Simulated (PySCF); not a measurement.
## Working out the ionisation energy of Ti

Ti [Ar] 3d2 4s2 (3F) → Ti⁺ [Ar] 3d2 4s1 (4F). Computed with PySCF 2.14 in def2-QZVPPD (11s6p5d3f2g, 93 functions), with the non-relativistic Hamiltonian (point nucleus). Frozen: [Ne]. Energies in hartree (1 hartree = 27.21139 eV):

```json
{"part": "UHF", "Ti (lower)": "-848.413593", "Ti⁺ (upper)": "-848.210600"}
{"part": "MP2 opposite-spin", "Ti (lower)": "-0.226912", "Ti⁺ (upper)": "-0.194100"}
{"part": "MP2 same-spin", "Ti (lower)": "-0.084713", "Ti⁺ (upper)": "-0.080075"}
```

Problem. What does Hartree-Fock give?

Solution. (-848.210600) − (-848.413593) = 0.202993 hartree = 5.524 eV.

Problem. What do MP2 and SCS-MP2 (6/5 opposite-spin, 1/3 same-spin) give?

Solution. The opposite-spin parts differ by 0.893 eV and the same-spin parts by 0.126 eV. MP2: 5.524 + (0.893) + (0.126) = 6.543 eV. SCS-MP2: 5.524 + 1.2 × (0.893) + (0.126)/3 = 6.638 eV.

Measured between the centres of the two terms (NIST): 6.828 eV, so MP2 (valence and next inner shell) is off by -0.285 eV.

The calculation is non-relativistic.

What remains against the reference includes basis incompleteness, the frozen core and correlation beyond second order.
